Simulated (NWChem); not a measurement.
System: SiH₃SeI; SMILES [SiH3][Se]I

The following NWChem deck was run.

```
start job
memory heap 200 mb stack 900 mb global 1100 mb
geometry units angstroms noautosym nocenter noautoz
  Se    -0.846535     0.993991    -0.012795
  I      0.116575    -1.353132     0.016354
  Si     1.172487     2.082595    -0.002465
  H      0.790712     3.526708    -0.019014
  H      1.968875     1.735738    -1.213572
  H      1.944953     1.757674     1.230043
end
basis spherical
  * library def2-svpd
end
ecp
  I library def2-ecp
end
dft
  xc xpbe96 cpbe96
  iterations 150
end
property
  response 1 0.0
end
task dft property
```

Coordinates come from a PBE0/def2-SVP optimisation. Not confirmed as a minimum by frequencies. def2 effective core potentials on I; no spin-orbit coupling.

Static field.

Question: Predict the main results of this run. (PBE/def2-SVPD with def2 effective core potentials on I.) Quantities: isotropic polarisability (bohr³); anisotropy (bohr³).

Answer: 
| Property | Value |
|---|---|
| isotropic polarisability (bohr³) | 97.0 |
| anisotropy (bohr³) | 43.6 |
